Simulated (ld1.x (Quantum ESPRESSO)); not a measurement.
**Debugging a pseudopotential input (Pd (Z = 46), ld1.x (Quantum ESPRESSO) 7.5)**

Command:

```bash
ld1.x < Pd.in > Pd.out
```

Input:

```
&input
   title='Pd', zed=46., rel=1, dft='PBE', iswitch=3,
   config='[Kr] 4d10 5s0 5p0',
   nld=3, rlderiv=2.00, eminld=-8.0, emaxld=5.0, deld=0.04
 /
 &inputp
   pseudotype=1, zval=1.0, tm=.true., lloc=2,
   nlcc=.true.,
   file_pseudopw='Pd.pp', file_wfcaegen='ae.wfc', file_wfcncgen='nc.wfc'
 /
3
4S  1  0   2.00   0.00  1.00  1.00  0.0
4P  2  1   6.00   0.00  1.60  1.60  0.0
4D  3  2  10.00   0.00  1.85  1.85  0.0
 &test
   configts(1)='4s2 4p6 4d10 5s0 5p0'
 /
```

Output:

```
Program LD1 v.7.5

 %%%%%%%%%%%%%%%%%%%%%%%%%%%%%%%%%%%%%%%%%%%%%%%%%%%%%%%%%%%%%%%%%%%%%%%%%%%%%%
     Error in routine ld1_readin (1):
     supplied (  1.00) and calculated ( 18.00) valence charge do not match
 %%%%%%%%%%%%%%%%%%%%%%%%%%%%%%%%%%%%%%%%%%%%%%%%%%%%%%%%%%%%%%%%%%%%%%%%%%%%%%

     stopping ...
```

Question: This input was made by a single change from one that runs to its end. What was changed?

Answer: The change: valence charge typed as zval=1.0. The program refuses the input: "ld1_readin: supplied (  1.00) and calculated ( 18.00) valence charge do not match".
